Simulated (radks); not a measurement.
Results of a calculation; reference values are marked as such.
Task: Neutral xenon is in [Xe]. Level of theory: scalar-relativistic Kohn-Sham, PBEsol, spin-polarised, spherical densities, finite nucleus; Fermi nuclear charge, rms radius of each element as measured or else 0.836 A^(1/3) + 0.57 fm (a radial shooting solver on a logarithmic mesh with Libxc functionals). Open shells are filled with parallel spins first. One electron is removed from 4p, 4d, 5s, 5p in turn, with full relaxation. Which removal costs least, and what does each cost?

Result: 5p 12.379 eV; 5s 24.519 eV; 4d 67.391 eV; 4p 149.90 eV. The 5p electron leaves first.
